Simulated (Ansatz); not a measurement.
Input file for C2H6FNSi, SMILES `C=C(F)[SiH2]N`:

```yaml
crystal:
  periodic: [false, false, false]
  atoms:
    - {symbol: C, position_ang: [1.235341, 1.276835, 1.052949]}
    - {symbol: C, position_ang: [0.909077, 0.123448, 0.489704]}
    - {symbol: F, position_ang: [1.899459, -0.737786, 0.144982]}
    - {symbol: Si, position_ang: [-0.829445, -0.478948, 0.094106]}
    - {symbol: N, position_ang: [-1.133479, -0.815135, -1.556158]}
    - {symbol: H, position_ang: [0.453547, 1.972878, 1.327260]}
    - {symbol: H, position_ang: [2.266127, 1.547687, 1.253836]}
    - {symbol: H, position_ang: [-1.060549, -1.744368, 0.834234]}
    - {symbol: H, position_ang: [-1.717679, 0.611368, 0.570471]}
    - {symbol: H, position_ang: [-0.899967, -1.718032, -1.934956]}
    - {symbol: H, position_ang: [-1.056931, -0.095047, -2.255827]}
basis:
  gaussian: {orbitals: def2-TZVPP}
correlation: {method: ccsd_t}
```

```sh
$ ansatz run in.yaml --threads 4 --pin off --events-out ev --progress --plain --max-ram 10444MiB
```

Output of Ansatz, abridged:

```
Functional definition: HF
1489 factors; integrals over basis functions are off by at most 1.1e-3 eV
mean field evaluation 1: about -14204.3933 eV, gradient 4.2e1 eV
mean field evaluation 2: about -14204.6439 eV, gradient 4.2e1 eV
mean field evaluation 4: about -14208.7452 eV, gradient 4.2e0 eV
mean field evaluation 8: about -14208.8140 eV, gradient 2.7e-1 eV
mean field -14208.81452761 eV, -522.1643028092 hartree, gradient 5.8e-6 eV, S^2 0.000000; 0 other end points of the search recorded, 0 dependent functions left out
9 core orbitals not correlated: weight in the atoms' cores, before any rotation towards them, 1.000 or more for the frozen orbitals, at most 0.000 for the correlated occupied ones
reference -14208.81452761 eV, -522.1643028092 hartree; 15, 15 occupied and 226, 226 virtual orbitals, 1489 factors
second order -24.58499498 eV of doubles, -0.00000000 eV of singles
cycle   1  -24.93404056 eV  change   -3.5e-1 eV  update   1.1e-1
cycle   2  -25.51549642 eV  change   -5.8e-1 eV  update   3.3e-2
cycle   3  -25.65881978 eV  change   -1.4e-1 eV  update   1.7e-2
cycle   4  -25.64985521 eV  change    9.0e-3 eV  update   4.3e-3
cycle   5  -25.64776779 eV  change    2.1e-3 eV  update   1.9e-3
cycle   6  -25.64891016 eV  change   -1.1e-3 eV  update   4.9e-4
cycle   7  -25.64873884 eV  change    1.7e-4 eV  update   2.0e-4
cycle   8  -25.64865919 eV  change    8.0e-5 eV  update   6.8e-5
cycle   9  -25.64867103 eV  change   -1.2e-5 eV  update   3.2e-5
perturbative correction -0.99101422 eV, -0.0364191010 hartree
Total energy: -14235.45421286 eV, -523.1432931852 hartree
```

Hardware: 4 threads of an Arm Neoverse V1 on a shared host. Wall time 2.1 min, peak host memory 5.5 GiB.

MP2 recovers 92.3 % of the CCSD(T) correlation energy and the triples give 3.7 %; T1 = 0.0119.
